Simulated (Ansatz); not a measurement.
Z-matrix (Å, degrees):
```
Si
B 1 1.999
B 1 1.999 2 72.4
H 1 1.487 2 108.9 3 -104.5
H 1 1.488 2 125.6 3 121.6
S 2 1.810 1 97.3 3 24.7
H 2 1.192 1 140.6 3 -143.3
H 3 1.192 1 140.6 2 143.3
```

Charge 0, multiplicity 1.

Question: List the r2SCAN/def2-TZVPP orbital energies in eV (Ansatz 0.2.0). (Best estimate.)

Answer: Ansatz gave: Occupied: -2409.73, -1790.60, -214.17, -181.37, -181.37, -158.17, -158.17, -158.12, -141.13, -95.99, -95.98, -95.96, -20.10, -14.15, -12.84, -11.32, -10.44, -9.10, -8.76, -8.07, -7.08, -6.80. Lowest empty: -2.92, -2.05, -0.15, 0.94, 1.15, 1.45, 1.66, 2.17.
